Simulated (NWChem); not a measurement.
# BF

```xyz
2

B      0.0000     0.0000    -0.8151
F      0.0000     0.0000     0.4596
```
Atoms are numbered in this order, from 1.

The geometry was optimised at PBE-D3(BJ)/def2-SVP.

Problem. Give the principal values of the shielding tensors (ppm) of B1, F2 from PBE0/pcSseg-2, GIAO (NWChem), with their diamagnetic and paramagnetic parts as GIAO splits them.

Solution. 
```json
[
 {"atom": "B1", "σ11": "-0.6", "σ22": "-0.6", "σ33": "210.2", "isotropic": "69.7", "diamagnetic": "200.1", "paramagnetic": "-130.5"},
 {"atom": "F2", "σ11": "-122.0", "σ22": "-122.0", "σ33": "483.5", "isotropic": "79.8", "diamagnetic": "468.4", "paramagnetic": "-388.6"}
]
```
